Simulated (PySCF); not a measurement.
**Complete the spectrum of C8H7P**

Compound: C8H7P.
InChI=1S/C8H7P/c1-2-4-8(5-3-1)9-6-7-9/h1-7H

Theory: TDDFT CAM-B3LYP/def2-SVPD, vertical, gas phase, core orbitals frozen in the response in PySCF 2.14.0, density-fitted response routines. The structure is a single GFN2-xTB conformer in the gas phase; no vibrational or solvent corrections. Torsions of this conformer, `[CH:1]1=[CH:2][P:3]1[c:4]1[cH:5][cH:6][cH:7][cH:8][cH:9]1`: C2–P3–C4–C5 39°.

Orbital energies (eV): HOMO-3 -9.82, HOMO-2 -8.63, HOMO-1 -8.18, HOMO -8.09, LUMO 0.32, LUMO+1 0.44, LUMO+2 1.16.

Lowest singlets, with some entries withheld (?).

```tsv
state	λ (nm)	f	main configurations (H = HOMO, L = LUMO)
S1	242.7	0.0016	H→L+1 (50%), H→L (19%), H-1→L (15%)
S2	?	?	?
S3	237.8	0.0043	H-1→L+1 (56%), H-1→L (12%)
S4	?	?	?
S5	215.4	0.095	H-1→L (31%), H→L (17%), H-2→L+1 (10%)
S6	197.7	0.0052	H→L+2 (46%), H-1→L+2 (30%), H→L+1 (9%)
S7	190.3	0.166	H-2→L+1 (48%), H→L+4 (9%), H-3→L (8%)
S8	184.8	0.046	H→L+4 (23%), H-1→L+4 (18%), H→L+3 (11%)
```

**Question.** What stands in place of each question mark?

**Answer.** 
- S2: λ = 238.9 nm; f = 0.011; H→L (36%), H→L+1 (24%), H-1→L+1 (13%)
- S4: λ = 226.1 nm; f = 0.076; H-2→L (22%), H-1→L (21%), H-1→L+2 (16%)

**Question.** What is the mean static polarisability from the same response equations?

**Answer.** 111.1 au (16.46 Å³), with principal values 76.0, 111.0 and 146.2 au.

**Question.** Where do the lowest triplets lie (Tamm–Dancoff)?

**Answer.** T1 3.99 eV, H→L (31%), H-1→L (29%), H-2→L+1 (13%); T2 4.07 eV, H→L+1 (24%), H-1→L+1 (18%), H-1→L (12%); T3 4.57 eV, H→L (39%), H-1→L (18%), H→L+1 (12%). E(S1) − E(T1) = +1.12 eV.

**Question.** How far apart are S1 and S6, in eV and cm⁻¹?

**Answer.** 6.270 − 5.109 = 1.161 eV, or about 9370 cm⁻¹.

Hardware: an Arm Neoverse V2 with one thread, on a shared host. Cost: 67 s of wall time (with the writing of density and orbital grids).
